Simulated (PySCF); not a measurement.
hydrogen bromide (BrH), SMILES Br.

The structure is a stationary point at PBE-D3(BJ)/def2-TZVPD.

The numbers are results of PySCF with r2SCAN/def2-TZVPD, not measurements.

```json
{
  "total_energy": "-2574.74140 hartree",
  "point_group": "C∞v",
  "highest_occupied_level": "-7.78 eV",
  "lowest_empty_level": "-0.95 eV",
  "orbital_gap": "6.83 eV",
  "dipole_moment": "0.186 e·Å",
  "quadrupole, principal values (traceless, Buckingham form, about the centre of nuclear charge)": "-2.13, -2.13, 4.25 D·Å",
  "mean_static_polarisability": "24.5 bohr³ (3.63 Å³)",
  "polarisability_principal_values": "23.9, 23.9, 25.6 bohr³"
}
```
